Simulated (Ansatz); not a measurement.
Born–Oppenheimer molecular dynamics of F$_{4}$H$_{3}$OTa (9 atoms, charge 0, multiplicity 1). It starts at the highest image of a converged band, a first-order saddle point between two minima.

The calculation used RKS B3LYP-D4/def2-SVP in Ansatz.

- ensemble: NVE (velocity Verlet)
- time step: 0.5 fs
- steps asked: 200
- starting velocities drawn for: 300 K
- seed: 9252

First frame:

```xyz
9
Properties=species:S:1:pos:R:3
Ta -0.029 -0.246 0.116
O 2.068 -0.059 0.279
H 2.480 0.292 1.083
F -0.003 -0.150 2.006
F 0.290 -0.713 -1.678
F -0.295 1.590 -0.159
F -1.719 -1.043 0.134
H 0.949 -1.930 0.437
H 1.740 -1.235 0.435
```

Task: How far do the bonds stretch over the last three quarters of this one trajectory? (Pairs bonded in most of those frames.)

Result: 
```
  bond  mean (Å)  spread (Å)  shortest  longest
Ta1–O2     1.895       0.063      1.79     2.00
Ta1–F4     1.884       0.036      1.83     1.95
Ta1–F5     1.887       0.042      1.84     1.96
Ta1–F6     1.860       0.023      1.82     1.91
Ta1–F7     1.899       0.024      1.86     1.94
 O2–H3     0.968       0.006      0.95     0.98
 H8–H9     0.771       0.048      0.70     0.84
```

Pairs bonded in part of these frames only: Ta1–H3 18 %.

Mean temperature of the second half: 1159 K. The conserved energy stayed within 0.25 meV per atom of its start (net change -0.11 meV per atom), so the integration is sound. The kinetic energy rose, since the run started high on the potential surface and went downhill. It ends in pieces (F4HOTa + H2), so much of that is their flight and rotation, not heat. A run of 0.1 ps of so small a system gives no equilibrium averages. The orbitals stay closed-shell, which can raise the energy where a bond breaks towards radicals; this wasn't checked here.

Run time: 7.1 min on 4 threads of Arm Neoverse V1, with other jobs on the host, peak memory 0.29 GiB.
